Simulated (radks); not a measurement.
Coulomb parameter of the 3d shell of the vanadium ion V2+ in the model configuration [Ar] 3d1 4p2, as a second difference U = [E(n + 0.25) + E(n - 0.25) - 2 E(n)] / (0.25)^2 with all orbitals relaxed. "Bare": the charge of the atom changes with n. "Screened": the 4p shell takes up the change at fixed total charge, which measures U(3d,3d) + U(4p,4p) - 2 U(3d,4p). Method: scalar-relativistic Kohn-Sham, LDA (Slater exchange, Perdew-Wang correlation), spin-unpolarised, spherical densities, finite nucleus; Fermi nuclear charge, rms radius 3.6002 fm; computed with a radial shooting solver on a logarithmic mesh with Libxc functionals.

case	configuration	E - E(n) (eV)
start	[Ar] 3d1 4p2	0.000
bare +0.25	[Ar] 3d1.25 4p2	-8.287
bare -0.25	[Ar] 3d0.75 4p2	9.326
screened +0.25	[Ar] 3d1.25 4p1.75	-4.243
screened -0.25	[Ar] 3d0.75 4p2.25	4.586

U(bare) = 16.616 eV, U(screened by 4p) = 5.495 eV, against the Slater integral F0(3d,3d) = 22.307 eV with frozen orbitals.
